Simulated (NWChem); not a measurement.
Program: NWChem. System: H₃Ge, charge 1, spin multiplicity 1, at the geometry of a parent with another charge or spin, in a state set for the comparison that need not be this species' ground state. Level: RHF/def2-TZVP.

Job file:

```
start mol
memory heap 200 mb stack 900 mb global 1100 mb
charge 1
geometry units angstroms nocenter noautoz
  Ge     0.000408     0.041438     0.000000
  H     -0.743667    -0.434735     1.280572
  H     -0.743667    -0.434735    -1.280572
  H      1.474272    -0.456548     0.000000
  symmetry group Cs
end
basis spherical
  * library def2-tzvp
end
scf
  rhf
  nopen 0
  maxiter 100
  thresh 1e-7
  semidirect memsize 60000000 filesize 0
end
task scf energy
```

NWChem printed:

```
             Northwest Computational Chemistry Package (NWChem) 7.3.0
             --------------------------------------------------------

                                NWChem Input Module
                                -------------------

 Scaling coordinates for geometry "geometry" by  1.889725989
 (inverse scale =  0.529177249)

 Turning off AUTOSYM since
 SYMMETRY directive was detected!

                             Geometry "geometry" -> ""
                             -------------------------

 Output coordinates in angstroms (scale by  1.889725989 to convert to a.u.)

  No.       Tag          Charge          X              Y              Z
 ---- ---------------- ---------- -------------- -------------- --------------
    1 Ge                  32.0000     0.00040800     0.04143800     0.00000000
    2 H                    1.0000    -0.74366700    -0.43473500     1.28057200
    3 H                    1.0000    -0.74366700    -0.43473500    -1.28057200
    4 H                    1.0000     1.47427200    -0.45654800     0.00000000

 Effective nuclear repulsion energy (a.u.)      33.2742440732

            Nuclear Dipole moment (a.u.)
            ----------------------------
        X                 Y               Z
 ---------------- ---------------- ----------------
    -0.0000113384    -0.0000037795     0.0000000000

      Symmetry information
      --------------------

 Group name             Cs
 Group number              2
 Group order               2
 No. of unique centers     3

      Symmetry unique atoms

     1    2    4


 Summary of "ao basis" -> "" (spherical)
 ------------------------------------------------------------------------------
       Tag                 Description            Shells   Functions and Types
 ---------------- ------------------------------  ------  ---------------------
 *                         def2-tzvp                  on all atoms

 Summary of "ao basis" -> "ao basis" (spherical)
 ------------------------------------------------------------------------------
       Tag                 Description            Shells   Functions and Types
 ---------------- ------------------------------  ------  ---------------------
 Ge                        def2-tzvp                16       48   6s5p4d1f
 H                         def2-tzvp                 4        6   3s1p

                                 NWChem SCF Module
                                 -----------------

  ao basis        = "ao basis"
  functions       =    66
  atoms           =     4
  closed shells   =    17
  open shells     =     0
  charge          =   1.00
  wavefunction    = RHF
  use symmetry    = T
  symmetry adapt  = T

 Summary of "ao basis" -> "ao basis" (spherical)
 ------------------------------------------------------------------------------
       Tag                 Description            Shells   Functions and Types
 ---------------- ------------------------------  ------  ---------------------
 Ge                        def2-tzvp                16       48   6s5p4d1f
 H                         def2-tzvp                 4        6   3s1p

      Symmetry analysis of basis
      --------------------------

        a'         43
        a"         23

 Forming initial guess at       0.0s

      Superposition of Atomic Density Guess
      -------------------------------------

 Sum of atomic energies:       -2076.80548995

 Renormalizing density from      35.00 to     34

      Non-variational initial energy
      ------------------------------
[...]
              iter       energy          gnorm     gmax       time
             ----- ------------------- --------- --------- --------
                 1    -2076.2344637520  5.75D+00  1.70D+00      0.5
                 2    -2076.7410788832  5.02D-01  1.88D-01      0.5
                 3    -2076.7603209425  1.83D-01  4.84D-02      0.6
                 4    -2076.7613388369  4.08D-03  1.10D-03      0.6
                 5    -2076.7613402357  5.44D-06  1.69D-06      0.6
                 6    -2076.7613402358  2.19D-09  6.06D-10      0.7

       Final RHF  results
       ------------------

         Total SCF energy =  -2076.761340235764
      One-electron energy =  -2952.440890855900
      Two-electron energy =    842.405306546903
 Nuclear repulsion energy =     33.274244073233

        Time for solution =      0.1s

       Symmetry analysis of molecular orbitals - final
       -----------------------------------------------

  Numbering of irreducible representations:

     1 a'          2 a"

  Orbital symmetries:

     1 a'          2 a'          3 a'          4 a"          5 a'
     6 a'          7 a'          8 a"          9 a'         10 a'
    11 a"         12 a'         13 a"         14 a'         15 a'
    16 a'         17 a"         18 a'         19 a'         20 a"
    21 a'         22 a'         23 a'         24 a"         25 a'
    26 a"         27 a'

             Final eigenvalues
             -----------------

              1
    1 -405.5561
    2  -52.4628
    3  -46.5523
    4  -46.5489
    5  -46.5489
    6   -7.5052
    7   -5.4855
    8   -5.4760
    9   -5.4760
   10   -1.9594
   11   -1.9557
   12   -1.9557
   13   -1.9439
   14   -1.9439
   15   -0.9784
   16   -0.7333
   17   -0.7333
   18   -0.2817
   19   -0.0682
   20   -0.0659
   21   -0.0659
   22    0.0409
   23    0.0608
   24    0.0608
   25    0.0988
   26    0.0988
   27    0.1911

                       ROHF Final Molecular Orbital Analysis
                       -------------------------------------

 Vector   15  Occ=2.000000D+00  E=-9.783765D-01  Symmetry=a'
              MO Center= -1.7D-03, -1.8D-01,  7.7D-15, r^2= 1.7D+00
   Bfn.  Coefficient  Atom+Function         Bfn.  Coefficient  Atom+Function
  ----- ------------  ---------------      ----- ------------  ---------------
     5      0.582513  1 Ge s                  6      0.341053  1 Ge s
     4     -0.298888  1 Ge s                  3     -0.195316  1 Ge s

 Vector   16  Occ=2.000000D+00  E=-7.333194D-01  Symmetry=a'
              MO Center=  4.7D-01, -2.6D-01, -2.0D-10, r^2= 2.2D+00
   Bfn.  Coefficient  Atom+Function         Bfn.  Coefficient  Atom+Function
  ----- ------------  ---------------      ----- ------------  ---------------
    16      0.395787  1 Ge px                62      0.279882  4 H  s
    19      0.228932  1 Ge px                10     -0.164831  1 Ge px
    61      0.151014  4 H  s

 Vector   17  Occ=2.000000D+00  E=-7.333173D-01  Symmetry=a"
              MO Center= -4.8D-01, -2.5D-01,  1.8D-10, r^2= 2.2D+00
   Bfn.  Coefficient  Atom+Function         Bfn.  Coefficient  Atom+Function
  ----- ------------  ---------------      ----- ------------  ---------------
    18      0.395806  1 Ge pz                50      0.242385  2 H  s
    56     -0.242385  3 H  s                 21      0.228943  1 Ge pz
    12     -0.164838  1 Ge pz

 Vector   18  Occ=0.000000D+00  E=-2.817281D-01  Symmetry=a'
              MO Center=  4.1D-03,  4.2D-01,  9.1D-16, r^2= 2.6D+00
   Bfn.  Coefficient  Atom+Function         Bfn.  Coefficient  Atom+Function
  ----- ------------  ---------------      ----- ------------  ---------------
    20      0.542996  1 Ge py                17      0.403892  1 Ge py
     6      0.362526  1 Ge s                  5      0.182244  1 Ge s
    11     -0.175736  1 Ge py

 Vector   19  Occ=0.000000D+00  E=-6.817708D-02  Symmetry=a'
              MO Center= -2.7D-03, -3.0D-01, -3.3D-14, r^2= 5.2D+00
   Bfn.  Coefficient  Atom+Function         Bfn.  Coefficient  Atom+Function
  ----- ------------  ---------------      ----- ------------  ---------------
     6      1.726001  1 Ge s                 51     -0.996898  2 H  s
    57     -0.996898  3 H  s                 63     -0.997929  4 H  s
    20     -0.764632  1 Ge py                 5      0.403195  1 Ge s
     4     -0.209015  1 Ge s

 Vector   20  Occ=0.000000D+00  E=-6.585236D-02  Symmetry=a"
              MO Center=  1.4D-01,  1.3D-01, -1.8D-11, r^2= 4.2D+00
   Bfn.  Coefficient  Atom+Function         Bfn.  Coefficient  Atom+Function
  ----- ------------  ---------------      ----- ------------  ---------------
    21      1.426235  1 Ge pz                51     -1.006318  2 H  s
    57      1.006318  3 H  s                 18      0.185773  1 Ge pz

 center of mass
 --------------
 x =   0.00041741 y =   0.04240858 z =   0.00000000

 moments of inertia (a.u.)
 ------------------
          14.229216811336           0.092199994993           0.000000000000
           0.092199994993          23.606961379607           0.000000000000
           0.000000000000           0.000000000000          14.228634974934

  Mulliken analysis of the total density
  --------------------------------------

    Atom       Charge   Shell Charges
 -----------   ------   -------------------------------------------------------
    1 Ge  32    31.54   2.00  2.00  1.16  0.79  0.89  0.60  5.98  4.43  1.57  1.23  0.73  8.92  1.09  0.03  0.11  0.01
    2 H    1     0.82   0.21  0.54  0.06  0.01
    3 H    1     0.82   0.21  0.54  0.06  0.01
    4 H    1     0.82   0.21  0.54  0.06  0.01

       Multipole analysis of the density wrt the origin
       ------------------------------------------------

     L   x y z        total         open         nuclear
     -   - - -        -----         ----         -------
     0   0 0 0      1.000000      0.000000     35.000000

     1   1 0 0      0.003711      0.000000     -0.000011
     1   0 1 0      0.376352      0.000000     -0.000004
     1   0 0 1      0.000000      0.000000      0.000000

     2   2 0 0    -11.618671      0.000000     11.711536
     2   1 1 0      0.019390      0.000000     -0.092629
     2   1 0 1      0.000000      0.000000      0.000000
     2   0 2 0     -9.646854      0.000000      2.290383
     2   0 1 1     -0.000000      0.000000      0.000000
     2   0 0 2    -11.618930      0.000000     11.712124

 Task  times  cpu:        0.7s     wall:        0.7s

 Total times  cpu:        0.7s     wall:        0.7s
```
